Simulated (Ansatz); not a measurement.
Two members of one family (Oligo(3-methylthiophene), donor-acceptor), computed with Ansatz in the gas phase. Binding counts from free atoms in the multiplicity of their measured ground term, without zero-point energy. The structures are stationary points that may keep the symmetry of their start.

First: Cc1cc(-c2sc(-c3sc(-c4sc(N(C)C)cc4C)cc3C)cc2C)sc1C#N (singlet, charge 0, PBE-D4/def2-SVP geometry).

Cartesian coordinates in Å:
```
C -5.491 -6.716 -1.907
C -4.546 -5.552 -1.978
C -4.397 -4.572 -0.963
C -3.444 -3.586 -1.245
C -3.024 -2.453 -0.458
S -1.480 -1.688 -0.793
C -1.712 -0.488 0.464
C -0.701 0.507 0.708
S 0.921 0.259 0.080
C 1.488 1.797 0.707
C 2.833 2.264 0.517
S 3.249 3.866 1.139
C 4.904 3.720 0.578
N 5.813 4.722 0.817
C 5.346 6.018 1.267
C 7.114 4.621 0.186
C 5.099 2.504 -0.080
C 3.941 1.676 -0.108
C 3.927 0.319 -0.755
C 0.441 2.438 1.381
C -0.789 1.733 1.391
C -2.034 2.266 2.039
C -2.943 -0.699 1.095
C -3.691 -1.794 0.589
C -5.045 -2.174 1.119
S -2.724 -3.867 -2.818
C -3.688 -5.310 -3.060
C -3.556 -6.081 -4.236
N -3.455 -6.730 -5.213
H -5.410 -7.361 -2.802
H -5.286 -7.339 -1.012
H -6.543 -6.369 -1.827
H -4.950 -4.611 -0.017
H 4.640 5.893 2.116
H 6.204 6.614 1.630
H 4.822 6.599 0.470
H 7.775 5.414 0.582
H 7.065 4.723 -0.926
H 7.580 3.641 0.416
H 6.051 2.206 -0.537
H 3.204 0.271 -1.597
H 4.928 0.063 -1.153
H 3.632 -0.477 -0.039
H 0.565 3.419 1.860
H -1.919 3.339 2.289
H -2.271 1.730 2.983
H -2.917 2.160 1.375
H -3.296 -0.087 1.934
H -4.998 -3.075 1.767
H -5.472 -1.354 1.726
H -5.756 -2.402 0.298
```

| level | HOMO (eV) | LUMO (eV) | gap (eV) | binding per atom (eV) |
| --- | --- | --- | --- | --- |
| PBE-D4/def2-SVP | -4.14 | -2.59 | 1.55 | 5.07 |
| PBE0-D4/def2-SVP | -4.92 | -2.10 | 2.81 | 4.95 |

Second: Cc1cc(-c2sc(-c3sc(-c4sc(-c5sc(-c6sc(N(C)C)cc6C)cc5C)cc4C)cc3C)cc2C)sc1C#N (singlet, charge 0, PBE-D4/def2-SVP geometry).

```xyz
71

C    -9.878   -4.274    5.254
C    -8.388   -4.344    5.102
C    -7.633   -3.590    4.170
C    -6.251   -3.820    4.210
C    -5.238   -3.207    3.391
S    -5.737   -2.033    2.186
C    -4.089   -1.763    1.650
C    -3.753   -0.846    0.595
S    -2.068   -0.700    0.116
C    -2.434    0.515   -1.093
C    -1.373    1.092   -1.877
S     0.291    0.925   -1.338
C     0.912    1.805   -2.722
C     2.327    2.029   -2.857
S     3.368    1.835   -1.455
C     4.815    2.213   -2.373
C     6.126    2.227   -1.785
S     7.498    2.625   -2.827
C     8.633    2.458   -1.499
N     9.971    2.700   -1.691
C    10.493    2.812   -3.037
C    10.878    2.382   -0.605
C     7.972    2.085   -0.328
C     6.561    1.964   -0.478
C     5.652    1.585    0.656
C     4.463    2.489   -3.700
C     3.079    2.390   -3.989
C     2.508    2.620   -5.359
C    -0.149    2.192   -3.547
C    -1.434    1.800   -3.090
C    -2.697    2.107   -3.842
C    -3.811    0.759   -1.117
C    -4.563    0.006   -0.178
C    -6.052    0.131   -0.034
C    -3.218   -2.565    2.396
C    -3.840   -3.379    3.373
C    -3.080   -4.308    4.274
S    -5.874   -5.011    5.441
C    -7.563   -5.175    5.875
C    -7.958   -6.065    6.898
N    -8.299   -6.804    7.750
H   -10.386   -4.543    4.305
H   -10.202   -3.245    5.514
H   -10.239   -4.958    6.045
H    -8.088   -2.877    3.469
H     9.860    3.501   -3.635
H    11.514    3.241   -3.005
H    10.537    1.834   -3.576
H    11.889    2.756   -0.851
H    10.549    2.878    0.331
H    10.946    1.285   -0.405
H     8.483    1.900    0.625
H     5.085    0.654    0.437
H     6.229    1.420    1.586
H     4.897    2.374    0.861
H     5.211    2.755   -4.462
H     3.311    2.640   -6.122
H     1.787    1.825   -5.639
H     1.968    3.588   -5.425
H    -0.007    2.780   -4.463
H    -3.289    2.907   -3.349
H    -3.355    1.216   -3.915
H    -2.470    2.451   -4.869
H    -4.274    1.502   -1.776
H    -6.453    0.884   -0.740
H    -6.570   -0.831   -0.238
H    -6.345    0.439    0.993
H    -2.131   -2.558    2.233
H    -3.229   -4.058    5.346
H    -3.401   -5.363    4.144
H    -1.995   -4.257    4.064
```

**Question.** What does the change do? Estimate second minus first.

**Answer.** 
| level | Δ HOMO (eV) | Δ LUMO (eV) | Δ gap (eV) | Δ binding per atom (eV) |
| --- | --- | --- | --- | --- |
| PBE-D4/def2-SVP | 0.09 | -0.17 | -0.27 | 0.05 |
| PBE0-D4/def2-SVP | 0.13 | -0.22 | -0.35 | 0.05 |
